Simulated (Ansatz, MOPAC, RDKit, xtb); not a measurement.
Noncovalent pair: H2O (SMILES O) (first 3 atoms) with CH2F2 (SMILES FCF); geometry from B3LYP-D3(BJ)/def2-TZVP.
(charge 0, multiplicity 1):
```csv
atom,x (Å),y (Å),z (Å)
O,0.2460,0.2889,-0.0521
H,0.3821,-0.4711,-0.6265
H,-0.5411,0.0841,0.4667
F,0.6880,-0.7051,3.7462
C,0.2916,0.4397,3.1272
F,-0.9607,0.2261,2.6023
H,0.9694,0.6568,2.3031
H,0.2139,1.2339,3.8702
```

Monomers are frozen at their geometry in the pair; levels with a basis set take the counterpoise correction.

The state that PM3 reach isn't checked.

Run with Ansatz (a program for electronic structure); MOPAC for PM3 (differences of heats of formation); RDKit for the force fields; xtb for the GFN methods. Values without a source in brackets are computed.

One of these levels gives -3.22 kcal/mol for the interaction energy. Which?
A. SVWN5/def2-TZVPPD
B. PM3
C. GFN2-xTB
D. MMFF94

C, GFN2-xTB. The others give -2.63 (MMFF94), -1.09 (PM3), -5.45 (SVWN5/def2-TZVPPD)
